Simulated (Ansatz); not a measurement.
H3OSb (SMILES [OH][SbH2]) moved off its minimum; all values from Ansatz (a quantum-chemistry and plane-wave program), cores frozen in correlated methods. Elements past Kr take the def2 small-core potentials, without spin–orbit coupling.
(charge 0, multiplicity 1)
```xyz
5

Sb    -0.1327    -0.2200     0.1852
H     -1.5320    -0.0162    -0.7723
H      0.3426    -1.5235    -0.8182
O      0.8792     1.1966    -0.8099
H      1.3618     1.7302    -0.2687
```

Give the forces (eV/Å), the total energy and the dipole at CCSD(T)/def2-TZVPPD.


```tsv
atom	Fx	Fy	Fz
Sb1	0.236	0.420	-0.096
H2	-0.128	0.046	-0.008
H3	0.136	-0.016	-0.058
O4	-2.280	-2.653	-2.289
H5	2.036	2.204	2.451
```
Energy -316.3071 hartree, dipole 1.81 D.
